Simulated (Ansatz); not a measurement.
`BC(=C)SC` + `OCF` → `BOCF` + `C=CSC`  (ligand exchange at a B–C bond)

Computed with Ansatz on PBE0-D4/def2-TZVP structures; ΔE is electronic, products minus reactants. CCSD(T)/CBS adds triple-zeta CCSD(T) − MP2 to the extrapolated MP2 energy (def2 sets, frozen cores). Functionals use def2-TZVPP. One conformer a species, not always the lowest.

`BC(=C)SC`:

Cartesian coordinates in Å:
```
B -0.687 -0.988 -0.775
C -0.661 0.419 -0.154
C -1.744 1.194 -0.363
S 0.661 1.091 0.789
C 1.875 -0.229 0.848
H 0.207 -1.773 -0.679
H -1.667 -1.295 -1.387
H -1.835 2.206 0.025
H -2.575 0.811 -0.942
H 1.483 -1.117 1.343
H 2.702 0.168 1.438
H 2.241 -0.488 -0.145
```

`OCF`:

```xyz
6

O     1.001    0.039   -0.408
C    -0.326   -0.076   -0.088
F    -0.805    1.092    0.470
H     1.522    0.062    0.401
H    -0.522   -0.869    0.643
H    -0.870   -0.249   -1.018
```

`BOCF`:

Cartesian coordinates in Å:
```
B 1.273 0.259 0.371
O -0.021 0.124 0.729
C -0.989 -0.248 -0.195
F -1.687 0.861 -0.571
H 1.608 0.007 -0.754
H 2.032 0.618 1.219
H -0.533 -0.684 -1.090
H -1.683 -0.937 0.291
```

`C=CSC`:

Z-matrix (Å, degrees):
```
C
S 1 1.798
H 1 1.091 2 110.9
H 1 1.090 2 111.4 3 123.0
H 1 1.090 2 106.7 3 -118.1
C 2 1.743 1 100.4 3 -56.8
C 6 1.328 2 124.2 1 -158.2
H 6 1.087 2 115.0 1 25.2
H 7 1.083 6 120.4 2 -175.1
H 7 1.084 6 122.0 2 4.0
```

| species | PBE0 energy (Eh) |
| --- | --- |
| `BC(=C)SC` | -541.26517 |
| `OCF` | -214.84343 |
| `BOCF` | -240.28626 |
| `C=CSC` | -515.86387 |

Q: Work out ΔE.

A: ΔE = (-240.28626) + (-515.86387) − (-541.26517) − (-214.84343) = -0.04153 Eh = -1.13 eV. CCSD(T)/CBS gives -1.13 eV.

Largest T1 diagnostic among the species: 0.013.

In def2-TZVPP, CCSD(T) changes the Hartree–Fock value by +0.13 eV (the triples alone add +0.03 eV) and MP2 by +0.15 eV. The D4 term adds +0.06 eV with B3LYP and +0.03 eV with PBE0; it sums over pairs of atoms, weighted by their polarisabilities, and B3LYP, whose exchange is more repulsive, gets the larger term.

B3LYP here is the variant with VWN-RPA as its local correlation; programs differ in this.
